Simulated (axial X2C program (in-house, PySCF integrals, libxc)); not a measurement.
## Low determinants of InSi⁺ at the PBE0 level, spin-free

Computed with an axial X2C code built on PySCF integrals. Spin-free means the one-electron spin-free X2C Hamiltonian. Basis: In dyall-cv3z [11s12p9d4f1g], Si dyall-v3z [8s7p2d1f] (cores contracted in-house); Gaussian nuclei, density fitting, unrestricted open shells. Masses: In 114.904 u, Si 27.977 u.

Search at 3.092 Å (vertical energies from the lowest determinant):

```
ΔE (eV)           state  electrons beyond evenly filled partner blocks  electrons in σ, π, δ, φ
   0.00  M_S = 1, Λ = 1                                        σα, π+α                29 25 8 0
   0.22  M_S = 0, Λ = 1                                        σα, π+β                29 25 8 0
   0.44  M_S = 1, Λ = 0                                       π+α, π-α                28 26 8 0
   0.72  M_S = 0, Λ = 0                                   closed shell                30 24 8 0
   1.24  M_S = 0, Λ = 0                                       π+β, π-α                28 26 8 0
   1.24  M_S = 0, Λ = 2                                       π+α, π+β                28 26 8 0
   2.96  M_S = 1, Λ = 2                                        2 × π+α                28 26 8 0
```

Lowest determinant, M_S = 1, Λ = 1 (beyond evenly filled blocks: σα, π+α): Re = 3.071 Å, ωe = 132.1 cm⁻¹.

The determinant in row 2 of the search, M_S = 0, Λ = 1 (beyond evenly filled blocks: σα, π+β), was followed along the bond at PBE0; measured from the minimum of the lowest determinant it gives:

Te = 0.221 eV (1782 cm⁻¹), Re = 3.035 Å, ωe = 133.1 cm⁻¹.

Q: Compare the bond of the determinant in row 2 with that of the lowest one.

A: At PBE0 its Re is 0.036 Å shorter and its force constant, which goes as ωe², is 1.02 times that of the lowest determinant. This determinant mixes spin states, so it has no term energy of its own.

The search compares states at one distance, so a state with another bond length can lie lower; it is not exhaustive and yields mostly the lowest determinant of each block pattern, so other components and higher states of one pattern are missing. These are energies of single determinants, not of spin-adapted states; PBE0 term energies can be off by some tenths of an eV, and the functional has no current term. The lowest determinant need not be the ground state where others lie within half an eV. Row 2 is spin-contaminated (⟨S²⟩ = 1.02 against 0.00), so its values are not those of a pure state.
